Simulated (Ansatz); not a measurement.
In5Sb5H18⁺, a cluster cut from wurtzite InSb (hydrogen-capped). Total charge 1; doublet. Geometry PBE-D4/def2-SVP.

```csv
atom,x (Å),y (Å),z (Å)
Sb1,-3.729,1.142,1.010
In2,-1.599,2.974,1.942
Sb3,0.141,1.035,0.459
In4,2.295,3.119,0.415
Sb5,3.337,1.408,-1.764
In6,-4.697,-1.600,1.572
Sb7,-2.150,-2.723,0.573
In8,0.492,-1.748,1.085
Sb9,2.138,-2.561,-1.111
In10,4.604,-1.249,-2.081
H11,-5.072,2.215,1.115
H12,-3.610,1.260,-0.700
H13,-1.712,4.377,0.949
H14,-1.202,2.600,3.576
H15,-0.488,1.044,-1.144
H16,1.612,4.502,-0.352
H17,3.139,2.761,1.874
H18,2.081,1.477,-2.934
H19,4.321,2.570,-2.570
H20,-5.802,-1.876,0.281
H21,-4.584,-1.778,3.278
H22,-2.178,-2.780,-1.141
H23,-2.020,-4.418,0.812
H24,1.127,-1.960,2.680
H25,0.996,-2.660,-2.388
H26,2.315,-4.254,-0.892
H27,5.693,-1.391,-0.759
H28,4.552,-1.485,-3.786
```

In the def2 sets In, Sb take a core potential; there is no spin–orbit coupling. Single mean-field runs in def2-TZVP are fitted with def2-universal-jkfit.

Task: Estimate the α-spin orbital energies around the gap (eV) in Ansatz with PBE-D4/def2-TZVP, PBE0-D4/def2-TZVP.

Result: 
```tsv
orbital	PBE-D4/def2-TZVP	PBE0-D4/def2-TZVP
HOMO−5	-9.77	-10.80
HOMO−4	-9.48	-10.52
HOMO−3	-9.28	-10.22
HOMO−2	-9.17	-10.09
HOMO−1	-9.01	-9.86
HOMO	-8.40	-9.31
LUMO	-5.59	-4.92
LUMO+1	-5.18	-4.52
LUMO+2	-5.10	-4.47
LUMO+3	-4.97	-4.29
LUMO+4	-4.74	-4.05
LUMO+5	-4.72	-4.00
β HOMO	-8.98	-9.81
β LUMO	-8.02	-7.59
```
